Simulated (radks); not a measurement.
Values are calculated unless marked as measured or tabulated.
All-electron atom: Ge15+ in [Ne] 3s2 3p5 (the NIST ground configuration). Level of theory: scalar-relativistic Kohn-Sham, PBE, spin-polarised, spherical densities, finite nucleus; open shells are filled with parallel spins first; Fermi nuclear charge, rms radius 4.0742 fm (a radial shooting solver on a logarithmic mesh with Libxc functionals). Some entries of the table are withheld. Estimate them.

orbital  occ.  eigenvalue (hartree)  <r^2> (bohr^2)  r(max) (bohr)
1s up       1             -422.0151        0.002975        0.03073
1s down     1             -421.9794        0.002974        0.03073
2s up       1             -69.62031         0.05128         0.1757
2s down     1             -69.59440         0.05125         0.1757
2p up       3             -63.33340         0.04068         0.1410
2p down     3             -63.29442         0.04067         0.1410
3s up       1                   (1)          0.3409         0.5055
3s down     1                   (2)          0.3418         0.5057
3p up       3             -20.32453          0.3381         0.4945
3p down     2             -20.20698          0.3392         0.4947

Answer. 
(1) 3s up eigenvalue (hartree): -22.31581
(2) 3s down eigenvalue (hartree): -22.19764
